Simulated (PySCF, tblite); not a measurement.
Species: C₅H₅ClO₂S₃.
Cartesian coordinates in Å at the GFN2-xTB level; atoms count from 1:
```
atom  x, y, z in Å
C1    -3.367    0.365   -0.159
S2    -2.033    0.977    0.909
C3    -0.628    0.195    0.215
C4    -0.589   -0.639   -0.869
S5     1.005   -1.193   -1.218
C6     1.608   -0.297    0.107
S7     3.332   -0.344    0.400
O8     3.893   -1.488   -0.235
O9     3.615   -0.074    1.769
Cl10   3.946    1.284   -0.657
C11    0.658    0.398    0.780
H12   -3.436   -0.715   -0.074
H13   -3.186    0.670   -1.185
H14   -4.279    0.824    0.208
H15   -1.400   -0.969   -1.485
H16    0.854    1.014    1.638
```

Method: PBE0/pcSseg-1 in PySCF (dipole) on a GFN2-xTB geometry, gas phase.

Masses are those of the commonest isotopes; rigid-rotor values at the optimised geometry. The values belong to one conformer with, in the numbering `[CH3:1][S:2][c:3]1[cH:4][s:5][c:6]([S:7](=[O:8])(=[O:9])[Cl:10])[cH:11]1`, C1–S2–C3–C4 1°, S5–C6–S7–O8 -20°.

Question: Give the principal moments of inertia and the rotational constants in MHz.

Answer: Ia = 348.60, Ib = 1491.04, Ic = 1600.19 u·Å²; 505379 MHz·u·Å²/I gives A = 1450, B = 338.9, C = 315.8 MHz.

Question: Classify the top.

Answer: A near-prolate asymmetric top: κ = (2 × 338.9 − 1450 − 315.8)/(1450 − 315.8) = -0.96.

Question: What does the inertial defect say?

Answer: Not planar: Δ = Ic − Ia − Ib = -239.44 u·Å². For a rigid frame Δ = −2 Σ m c², so Σ m c² = 119.72 u·Å² lies off the ab plane: 2.44 from hydrogen and 117.28 from heavier atoms. The atom farthest from that plane is 1.39 Å away.

Question: Give the other two planar moments, Paa and Pbb, and the rms extents of the mass along the axes.

Answer: Paa = Σ m a² = (Ib + Ic − Ia)/2 = 1371.31 and Pbb = Σ m b² = (Ia + Ic − Ib)/2 = 228.88 u·Å². With the mass M = 227.91 u, the rms extents √(P/M) along a, b and c are 2.45, 1.00, 0.72 Å.

Question: Where do the levels up to J = 5 lie, in MHz?

Answer: Above 0(0,0):
J = 1: 1(0,1) 655, 1(1,1) 1766, 1(1,0) 1789
J = 2: 2(0,2) 1964, 2(1,2) 3052, 2(1,1) 3121, 2(2,1) 6454, 2(2,0) 6454
J = 3: 3(0,3) 3927, 3(1,3) 4981, 3(1,2) 5120, 3(2,2) 8418, 3(2,1) 8420, 3(3,1) 14030, 3(3,0) 14030
J = 4: 4(0,4) 6542, 4(1,4) 7554, 4(1,3) 7785, 4(2,3) 11037, 4(2,2) 11042, 4(3,2) 16650, 4(3,1) 16650, 4(4,1) 24506, 4(4,0) 24506
J = 5: 5(0,5) 9809, 5(1,5) 10768, 5(1,4) 11115, 5(2,4) 14310, 5(2,3) 14322, 5(3,3) 19925, 5(3,2) 19925, 5(4,2) 27780, 5(4,1) 27780, 5(5,1) 37881, 5(5,0) 37881

Question: Which lines would a microwave search look for?

Answer: The dipole components are |μa| = 5.78 D, |μb| = 1.37 D, |μc| = 1.66 D. The squared components, which scale the intensities, stand as 1.00 : 0.06 : 0.08 (a : b : c). Some lines, for components of 0.1 D or more:

```json
{"type": "c", "branch": "Q", "J(Ka,Kc)": "3(1,3) ← 3(0,3)", "MHz": "1055", "lower level (cm⁻¹)": "0.131"}
{"type": "b", "branch": "Q", "J(Ka,Kc)": "3(1,2) ← 3(0,3)", "MHz": "1193", "lower level (cm⁻¹)": "0.131"}
{"type": "a", "branch": "R", "J(Ka,Kc)": "4(3,2) ← 3(3,1)", "MHz": "2620", "lower level (cm⁻¹)": "0.468"}
{"type": "a", "branch": "R", "J(Ka,Kc)": "4(2,2) ← 3(2,1)", "MHz": "2622", "lower level (cm⁻¹)": "0.281"}
{"type": "b", "branch": "R", "J(Ka,Kc)": "3(1,3) ← 2(0,2)", "MHz": "3017", "lower level (cm⁻¹)": "0.066"}
{"type": "b", "branch": "Q", "J(Ka,Kc)": "2(2,0) ← 2(1,1)", "MHz": "3333", "lower level (cm⁻¹)": "0.104"}
{"type": "b", "branch": "Q", "J(Ka,Kc)": "2(2,1) ← 2(1,2)", "MHz": "3402", "lower level (cm⁻¹)": "0.102"}
{"type": "b", "branch": "Q", "J(Ka,Kc)": "3(2,2) ← 3(1,3)", "MHz": "3437", "lower level (cm⁻¹)": "0.166"}
{"type": "b", "branch": "Q", "J(Ka,Kc)": "4(2,3) ← 4(1,4)", "MHz": "3483", "lower level (cm⁻¹)": "0.252"}
{"type": "c", "branch": "R", "J(Ka,Kc)": "2(2,1) ← 1(1,1)", "MHz": "4688", "lower level (cm⁻¹)": "0.059"}
{"type": "c", "branch": "R", "J(Ka,Kc)": "3(2,1) ← 2(1,1)", "MHz": "5298", "lower level (cm⁻¹)": "0.104"}
{"type": "c", "branch": "R", "J(Ka,Kc)": "3(2,2) ← 2(1,2)", "MHz": "5366", "lower level (cm⁻¹)": "0.102"}
{"type": "c", "branch": "Q", "J(Ka,Kc)": "4(3,2) ← 4(2,2)", "MHz": "5608", "lower level (cm⁻¹)": "0.368"}
{"type": "b", "branch": "Q", "J(Ka,Kc)": "3(3,1) ← 3(2,2)", "MHz": "5612", "lower level (cm⁻¹)": "0.281"}
{"type": "c", "branch": "R", "J(Ka,Kc)": "4(2,2) ← 3(1,2)", "MHz": "5922", "lower level (cm⁻¹)": "0.171"}
{"type": "b", "branch": "R", "J(Ka,Kc)": "3(3,1) ← 2(2,0)", "MHz": "7576", "lower level (cm⁻¹)": "0.215"}
{"type": "c", "branch": "R", "J(Ka,Kc)": "4(3,2) ← 3(2,2)", "MHz": "8232", "lower level (cm⁻¹)": "0.281"}
{"type": "b", "branch": "R", "J(Ka,Kc)": "4(4,1) ← 3(3,0)", "MHz": "10476", "lower level (cm⁻¹)": "0.468"}
```

Question: Estimate the classical rotational partition function at 10 K, 100 K and 500 K.

Answer: Point group C1, symmetry number σ = 1; q = (√π/σ)·√((kT/h)³/(ABC)), k/h = 20836.6 MHz/K: 13500 at 10 K, 428000 at 100 K, 4780000 at 500 K.

Its GFN2-xTB frequencies are all real (lowest 23 cm⁻¹). No vibrational averaging or centrifugal distortion is included, and the geometry carries the error of its method. A rigid rotor knows nothing of internal rotation, which can split or shift real lines. Quadrupole hyperfine structure (35Cl) is left out.
